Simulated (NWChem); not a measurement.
C3H9B; SMILES CBCC

```xyz
13

B     -0.4427     0.6454     0.1769
H     -1.6114     0.5018     0.4907
C      0.0791     2.0985    -0.0738
H      1.1716     2.1997    -0.1609
H     -0.3057     2.8245     0.6603
H     -0.3596     2.4133    -1.0419
C      0.4735    -0.6185     0.0697
C     -0.1856    -1.9819    -0.0977
H      1.0095    -0.5742     1.0462
H      1.2810    -0.4596    -0.6681
H     -0.6912    -2.0635    -1.0730
H     -0.9520    -2.1530     0.6744
H      0.5385    -2.8097    -0.0373
```
Atoms are numbered in this order, from 1.

Computed with NWChem. Pople sets run with spherical d functions. Geometry: optimised at PBE0/def2-SVP. B3LYP is NWChem's, with the RPA form of VWN correlation. GIAO values for the isolated, static molecule; σ is the absolute isotropic shielding, δ = σ(reference) − σ with the isolated reference molecule computed at the same levels (11B: boron trifluoride, 13C: tetramethylsilane, 1H: tetramethylsilane).

For level B3LYP/6-311G**:

```
Item         Result
-----------  ------
δ B1 (ppm)     79.5
δ H2 (ppm)     7.63
δ C3 (ppm)     15.2
δ C7 (ppm)     30.9
δ H9 (ppm)     0.96
δ H10 (ppm)    1.88
```

Question: Estimate the same quantities for level Hartree-Fock/6-31G*.

Answer: 
- δ B1 (ppm): 69.6
- δ H2 (ppm): 7.43
- δ C3 (ppm): 12.4
- δ C7 (ppm): 22.1
- δ H9 (ppm): 0.55
- δ H10 (ppm): 1.58
